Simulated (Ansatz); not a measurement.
Bond stretch in LiNa, singlet.

Methods: RCCSD(T) = CCSD(T) on RHF/aug-cc-pVTZ, frozen core (Ansatz, a quantum-chemistry and plane-wave program); RKS-PBE0 = restricted PBE0/aug-cc-pVTZ in Ansatz; RKS-B3LYP = Ansatz with restricted B3LYP/aug-cc-pVTZ; UCCSD(T) = CCSD(T) on UHF/aug-cc-pVTZ, frozen core in Ansatz; UKS-PBE0 = unrestricted PBE0/aug-cc-pVTZ (Ansatz); UKS-B3LYP = unrestricted B3LYP/aug-cc-pVTZ in Ansatz; FCI = full CI/aug-cc-pVTZ, frozen core (Ansatz).

Cost and accuracy over the 20 points of the scan, with FCI as yardstick. Costs are rough ratios of core time within Ansatz on shared cores, each with its mean field (Kohn-Sham runs search longer for lower solutions than correlated ones do); the miss is the largest error against full CI of the curve after the mean shift, in kJ/mol.

**Question.** Which is the cheapest of these levels that stays within 6.8 kJ/mol of FCI?

**Answer.** RCCSD(T).

```json
[
 {"level": "RCCSD(T)", "relative cost": "1", "largest error": "0.0"},
 {"level": "RKS-PBE0", "relative cost": "1", "largest error": "53.4"},
 {"level": "RKS-B3LYP", "relative cost": "2", "largest error": "41.8"},
 {"level": "UCCSD(T)", "relative cost": "2", "largest error": "0.3"},
 {"level": "UKS-PBE0", "relative cost": "4", "largest error": "7.6"},
 {"level": "UKS-B3LYP", "relative cost": "4", "largest error": "6.1"}
]
```

Costs within a factor of two of each other count as equal.

With two correlated electrons CCSD is exact in the basis where it finds the lowest root (RCCSD(T), UCCSD(T)). The restricted form behind RKS-PBE0, RKS-B3LYP keeps the bonding electrons paired and can't separate into open-shell fragments. The unrestricted determinant behind UCCSD(T) is spin-contaminated at 2.31 to 8.84 Å (<S²> up to 1.0, against 0.00 for a pure singlet). The unrestricted determinant behind UKS-PBE0 is spin-contaminated at 3.63 to 8.84 Å (<S²> up to 1.0, against 0.00 for a pure singlet). The unrestricted determinant behind UKS-B3LYP is spin-contaminated at 4.43 to 8.84 Å (<S²> up to 1.0, against 0.00 for a pure singlet).
